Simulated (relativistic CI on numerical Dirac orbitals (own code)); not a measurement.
# Slater and spin-orbit integrals, Co10+

Calculated at this level of theory: Dirac-Coulomb-Breit CI, separate exchange-only KLI orbitals for each configuration, model QED (radiative potential, 1s self-energy scaled to tabulated hydrogen-like ionisation energies), unscaled Slater integrals (own radial code, finite nucleus).

Slater integrals F^k, G^k are unscaled and averaged over j, outside the closed core [Ne]; ζ comes from projecting the Hamiltonian with its Breit term on Σ l·s of the shell.

- 3s2 3p5: ζ(3p) = 13024 cm⁻¹; <r>(3p) = 0.7015, <r^2>(3p) = 0.5678 (bohr units).
- 3s2 3p4 3d: F^2(3p,3p) = 142840, ζ(3p) = 13025, F^2(3p,3d) = 140550, G^1(3p,3d) = 163920, G^3(3p,3d) = 105130, ζ(3d) = 1058 cm⁻¹; <r>(3p) = 0.7023, <r^2>(3p) = 0.5691, <r>(3d) = 0.6749, <r^2>(3d) = 0.5353 (bohr units).
- 3s 3p5 3d: G^1(3s,3p) = 186770, ζ(3p) = 13007, G^2(3s,3d) = 126580, F^2(3p,3d) = 140370, G^1(3p,3d) = 163780, G^3(3p,3d) = 105000, ζ(3d) = 1089.8 cm⁻¹; <r>(3s) = 0.6983, <r^2>(3s) = 0.5554, <r>(3p) = 0.703, <r^2>(3p) = 0.5703, <r>(3d) = 0.676, <r^2>(3d) = 0.5372 (bohr units).

Averages of the first 10 configurations, taken without configuration mixing, which lowers the lowest level and can move excited configurations by several eV; other configurations of the list can lie among them:

| Configuration | Parity | States | Average energy above the lowest level (eV) |
| --- | --- | --- | --- |
| 3s2 3p5 | odd | 6 | 2.0 |
| 3s 3p6 | even | 2 | 49.6 |
| 3s2 3p4 3d | even | 150 | 61.9 |
| 3s 3p5 3d | odd | 120 | 106.6 |
| 3p6 3d | even | 10 | 157.7 |
| 3s 3p4 3d2 | even | 1350 | 165.6 |
| 3s2 3p4 4s | even | 30 | 151.2 |
| 3s2 3p4 4p | odd | 90 | 165.5 |
| 3s2 3p3 3d 4p | even | 1200 | 225.6 |
| 3p6 4s | even | 2 | 248.9 |
